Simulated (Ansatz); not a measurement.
## Which method gave which barrier?

Saddle point of SiH₃Cl₃O, closed shell (SiHCl₃O ([OH][Si]([Cl])([Cl])[Cl]) + H₂ → SiHCl₃ ([Cl][SiH]([Cl])[Cl]) + H₂O; bonds formed: Si1–H7, O2–H6; bonds broken: Si1–O2, H6–H7), PBE0-D4/def2-TZVP structure:

Si1  (-0.459, 0.262, 0.012)
O2  (1.127, -0.451, -0.444)
Cl3  (-1.321, -0.343, -1.800)
Cl4  (-0.725, 2.283, -0.135)
Cl5  (-1.667, -0.786, 1.299)
H6  (1.246, -0.155, 0.647)
H7  (0.597, 0.508, 1.288)
H8  (1.202, -1.319, -0.866)
(Å)

Program: Ansatz 0.2.0. Basis: def2-TZVPP, with def2-QZVPP for the basis limit. Cores are frozen in the correlated methods. Extrapolation: Hartree–Fock as exp(−7.88 √X), correlation as X^−2.97. Four methods, as single points on the PBE0-D4 structures, gave these electronic barriers from the start structure: 1.681, 2.309, 2.655, 3.167 eV.

Task: The methods were, in alphabetical order, BHLYP-D4, HF, r2SCAN-D4, SPW92. Which gave which? (A judgement: the text doesn't fix the answer.)

Result: By the calculation: SPW92 1.681; r2SCAN-D4 2.309; BHLYP-D4 2.655; HF 3.167 eV. For comparison, CCSD(T) at an estimated basis limit (MP2 extrapolated from triple and quadruple zeta, plus CCSD(T) − MP2 in triple zeta) gives 2.498 eV.

T1 diagnostic: at most 0.011.

Labels in which every atom is bracketed show which atoms are joined, not bond orders.

For scale, one of the runs: CCSD(T)/def2-TZVPP, 241 basis functions, launched by `ansatz run in.yaml --threads 8 --pin off --events-out ev --progress --plain --max-ram 19148MiB`. Hardware: 8 CPU threads of an Arm Neoverse V1, shared host. Wall time 69 s; peak host memory 4.3 GiB.
